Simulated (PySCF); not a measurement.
Simulation results for AlH₄OSi

All values are calculated (PySCF 2.14.0). Calculation on a computer-drawn molecule: optimised geometry and harmonic frequencies of an isolated molecule of the commonest isotopes, restricted reference for singlets and unrestricted otherwise, frozen core in MP2.

Common to all runs: charge 1; multiplicity 1; basis cc-pV(D+d)Z.

(1) AlH₄OSi

Start structure:
```xyz
7
AlH4OSi
Al     0.9633    -0.5060     2.2202
O      1.5620    -0.8520     0.5911
Si     2.1496    -1.2185    -0.8463
H     -0.5407    -0.7026     2.3763
H      2.0052    -0.1095     3.1859
H      1.0753    -1.6597    -1.8126
H      3.4808    -1.0982    -1.0928
```

It was run with method HF.

The calculation gives: rotational constants 68.13, 2.842, 2.827 GHz; total energy -607.8636 hartree; convergence status largest gradient component 1.844e-05 hartree/bohr.

Drawn bonds:
```
atom  other atom  order
   1           2      1
   2           3      1
   1           4      1
   1           5      1
   3           6      1
   3           7      1
```

Optimised structure:
```xyz
7
AlH4OSi
Al     0.9446    -0.5111     2.2409
O      1.5503    -0.8920     0.5980
Si     2.0730    -1.2208    -0.8169
H     -0.4106     0.2463     2.2012
H      1.9061    -1.0213     3.3487
H      1.6970    -2.4799    -1.4466
H      2.9351    -0.2676    -1.5034
```

Modes:
```
frequency (cm⁻¹)  reduced mass (dalton)
           115.2                  1.008
           133.8                  4.153
           137.9                  3.813
           484.3                  9.222
             580                  1.245
           643.9                  1.152
           758.6                  1.254
             789                  1.071
           811.8                  1.185
            1049                   1.06
            1235                  14.64
            2096                  1.017
            2126                   1.07
            2440                  1.027
            2485                  1.062
```

(2) AlH₄OSi

Start structure:
```xyz
7
AlH4OSi
Al     0.9446    -0.5111     2.2409
O      1.5503    -0.8920     0.5980
Si     2.0730    -1.2208    -0.8169
H     -0.4106     0.2463     2.2012
H      1.9061    -1.0213     3.3487
H      1.6970    -2.4799    -1.4466
H      2.9351    -0.2676    -1.5034
```

Here we set method MP2.

The calculation gives: rotational constants 67.15, 2.758, 2.744 GHz; total energy -608.1908 hartree; convergence status largest gradient component 8.749e-06 hartree/bohr.

Drawn bonds:
```
atom  other atom  order
   1           2      1
   2           3      1
   1           4      1
   1           5      1
   3           6      1
   3           7      1
```

Optimised structure:
```xyz
7
AlH4OSi
Al     0.9324    -0.5035     2.2745
O      1.5493    -0.8915     0.6027
Si     2.0792    -1.2248    -0.8340
H     -0.4223     0.2529     2.2025
H      1.9128    -1.0246     3.3607
H      1.6992    -2.4904    -1.4638
H      2.9448    -0.2647    -1.5208
```

Modes:
```
frequency (cm⁻¹)  reduced mass (dalton)
           102.9                  4.528
           121.5                  4.083
           141.9                  1.008
           450.9                  9.499
           543.5                   1.23
           619.5                  1.144
           710.4                  1.228
           755.8                  1.067
             758                  1.169
           999.4                   1.06
            1171                  14.87
            2067                  1.016
            2108                  1.071
            2373                  1.027
            2425                  1.062
```
